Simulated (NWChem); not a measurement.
BHIF; SMILES FBI

Computed with NWChem. Coordinates come from a PBE0/def2-SVP optimisation. def2 effective core potentials on I; no spin-orbit coupling. Ions are spin-unrestricted doublets at the neutral geometry; other ion states weren't tried.

```json
[
 {"level": "B3LYP/def2-TZVP", "vertical ionisation energy, ΔSCF (eV)": "10.34", "−ε(HOMO) (eV)": "7.65", "ΔSCF minus −ε(HOMO) (eV)": "2.69"},
 {"level": "PBE/def2-TZVP", "vertical ionisation energy, ΔSCF (eV)": "10.21", "−ε(HOMO) (eV)": "6.76", "ΔSCF minus −ε(HOMO) (eV)": "3.45"},
 {"level": "PBE0/def2-TZVP", "vertical ionisation energy, ΔSCF (eV)": "10.30", "−ε(HOMO) (eV)": "7.91", "ΔSCF minus −ε(HOMO) (eV)": "2.39"}
]
```
